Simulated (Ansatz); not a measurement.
Ansatz (a first-principles code) input (BLYP/def2-TZVPD):

Ansatz 0.2 input:
```yaml
crystal:
  periodic: [false, false, false]
  atoms:
    - {symbol: C, position_ang: [2.37670206, -0.18829342, 0.16092664]}
    - {symbol: C, position_ang: [1.05012325, -0.33861523, 0.17863957]}
    - {symbol: C, position_ang: [0.11737306, 0.67394466, -0.27970893]}
    - {symbol: C, position_ang: [-1.21880811, 0.58815622, -0.28949546]}
    - {symbol: C, position_ang: [-2.06072487, -0.56035954, 0.16512351]}
    - {symbol: H, position_ang: [3.04138884, -0.96627312, 0.51130380]}
    - {symbol: H, position_ang: [2.83644393, 0.72204222, -0.20654446]}
    - {symbol: H, position_ang: [0.63861631, -1.26826439, 0.55589908]}
    - {symbol: H, position_ang: [0.56935984, 1.58966058, -0.64971164]}
    - {symbol: H, position_ang: [-1.76985071, 1.44349385, -0.66853726]}
    - {symbol: H, position_ang: [-2.74261467, -0.24588182, 0.96087039]}
    - {symbol: H, position_ang: [-2.68713170, -0.92581334, -0.65410846]}
    - {symbol: H, position_ang: [-1.47420414, -1.39796017, 0.53791661]}
basis:
  gaussian:
    orbitals: def2-TZVPD
hamiltonian:
  xc: {name: BLYP}
output: {forces: true}
```

Output:

```
Functional definition: BLYP
integrals: 0.16 GiB planned
1278 factors; their error is unknown
mean field: 1.42 GiB planned
mean field evaluation 1: about -5295.9048 eV, gradient 8.5e1 eV
mean field evaluation 2: about -5265.5850 eV, gradient 1.3e2 eV
mean field evaluation 4: about -5312.5820 eV, gradient 2.2e1 eV
mean field evaluation 8: about -5313.8621 eV, gradient 1.8e-1 eV
mean field evaluation 16: about -5313.7910 eV, gradient 9.9e-4 eV
mean field -5313.79096435 eV, -195.2782161230 hartree, gradient 1.5e-5 eV, S^2 0.000000; 0 other end points of the search recorded, 0 dependent functions left out
the calculation of the forces begins
reference -5313.79136828 eV, -195.2782309673 hartree; 19, 19 occupied and 238, 238 virtual orbitals, 1278 factors
Total energy: -5313.79136828 eV, -195.2782309673 hartree
Atom 0 at     2.376702    -0.188293     0.160927 Å, force     0.440841     0.014221     0.009158 eV/Å
Atom 1 at     1.050123    -0.338615     0.178640 Å, force    -0.372263     0.023320    -0.022607 eV/Å
Atom 2 at     0.117373     0.673945    -0.279709 Å, force     0.409191    -0.024363     0.024315 eV/Å
Atom 3 at    -1.218808     0.588156    -0.289495 Å, force    -0.408474     0.009164    -0.017891 eV/Å
Atom 4 at    -2.060725    -0.560360     0.165124 Å, force    -0.019832    -0.012068     0.004400 eV/Å
Atom 5 at     3.041389    -0.966273     0.511304 Å, force     0.162427    -0.156138     0.071317 eV/Å
Atom 6 at     2.836444     0.722042    -0.206544 Å, force     0.122054     0.184848    -0.073631 eV/Å
Atom 7 at     0.638616    -1.268264     0.555899 Å, force    -0.083362    -0.206757     0.084184 eV/Å
Atom 8 at     0.569360     1.589661    -0.649712 Å, force     0.103979     0.204692    -0.082606 eV/Å
Atom 9 at    -1.769851     1.443494    -0.668537 Å, force    -0.134057     0.186487    -0.083120 eV/Å
Atom 10 at    -2.742615    -0.245882     0.960870 Å, force    -0.162334     0.046756     0.161369 eV/Å
Atom 11 at    -2.687132    -0.925813    -0.654108 Å, force    -0.151452    -0.086598    -0.155376 eV/Å
Atom 12 at    -1.474204    -1.397960     0.537917 Å, force     0.093284    -0.183564     0.080488 eV/Å
Dipole moment:    -0.125295    -0.030800     0.008663 e Å
```
